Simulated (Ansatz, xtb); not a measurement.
Ranking isomers of FH2OSi2

9 gas-phase structures of FH2OSi2, found in a search over its isomers (lower ones may exist). Each was relaxed with GFN2-xTB; where two conformers were screened, the lower at r2SCAN-D4/def2-SVP is listed:

A. `O=[SiH][SiH]F`, a doublet
B. `F[Si]O[SiH2]`, a doublet
C. `F[SiH]O[SiH]`, a doublet
D. `F[Si]1O[SiH2]1`, a doublet
E. a doublet given by its coordinates
F. `F[Si@@H]1O[SiH]1`, a doublet
G. `O=[Si](F)[SiH2]`, a doublet
H. a doublet given by its coordinates
I. `O=[Si][SiH2]F`, a doublet

E (Å):

| atom | x (Å) | y (Å) | z (Å) |
| --- | --- | --- | --- |
| F | -0.8723 | -0.8755 | -2.1386 |
| O | -0.9097 | 0.9958 | 1.7092 |
| Si | -1.7901 | 0.5092 | 0.4038 |
| Si | -0.1013 | -0.3285 | -0.7477 |
| H | -1.2956 | 1.4416 | 2.4534 |
| H | -3.1767 | 0.9178 | 0.7681 |

Close contacts (Å): F1–Si4 1.68, O2–Si3 1.65, Si3–Si4 2.21, O2–H5 0.95, Si3–H6 1.49.

H (Å):

```csv
atom,x (Å),y (Å),z (Å)
F,-2.2104,-1.2245,-1.1168
O,0.0510,1.0865,1.9287
Si,-0.3156,-0.1950,0.9628
Si,-2.0807,0.1993,-0.3141
H,-0.3683,1.9335,2.0478
H,-3.2536,0.8381,-0.9568
```

Close contacts (Å): F1–Si4 1.64, O2–Si3 1.65, Si3–Si4 2.21, O2–H5 0.95, Si4–H6 1.48.

**Question.** Make a reasoned guess at their ranking by r2SCAN-D4/def2-SVP single-point energy.

**Answer.** Calculated order at r2SCAN-D4/def2-SVP: B (0.0), D (37.2), C (71.0), G (96.3), F (119.0), I (128.3), E (141.0), H (146.8), A (155.6) kJ/mol.

Energies above the lowest of each column, in kJ/mol; the last columns are at B3LYP/6-31G* geometries and were run for some of them only (a dash: not run or not comparable):

| structure | GFN2-xTB | HF/STO-3G | r2SCAN-D4/def2-SVP | B3LYP/6-31G* | CCSD(T)/def2-SVP |
| --- | --- | --- | --- | --- | --- |
| B | 17.1 | 0.0 | 0.0 | 0.0 | 0.0 |
| D | 63.9 | 82.2 | 37.2 | relaxes to B | – |
| C | 59.9 | 70.0 | 71.0 | 70.0 | 70.1 |
| G | 35.8 | 187.2 | 96.3 | – | – |
| F | 78.3 | 184.2 | 119.0 | – | – |
| I | 0.0 | 138.0 | 128.3 | – | – |
| E | 91.9 | 218.2 | 141.0 | – | – |
| H | 95.5 | 227.1 | 146.8 | – | – |
| A | 16.8 | 188.1 | 155.6 | – | – |

CCSD(T)/def2-SVP puts B lowest of those it was run on; GFN2-xTB picks I. Some further structures that were screened fall inside this span and aren't listed. Flexible structures stand in one conformer each, not always the lowest. Frequencies (B3LYP/6-31G*) were run for B, C alone. Open shells are spin-unrestricted, some with notable spin contamination.

Over these structures GFN2-xTB departs from r2SCAN-D4/def2-SVP by 41.3 kJ/mol on average once a common shift is removed. A GFN2-xTB relaxation took about 0.27 s and the r2SCAN-D4/def2-SVP energy about 6.9 s on a shared host (Ansatz 0.2.0, xtb 6.7.1 (Pople sets with spherical d functions)).
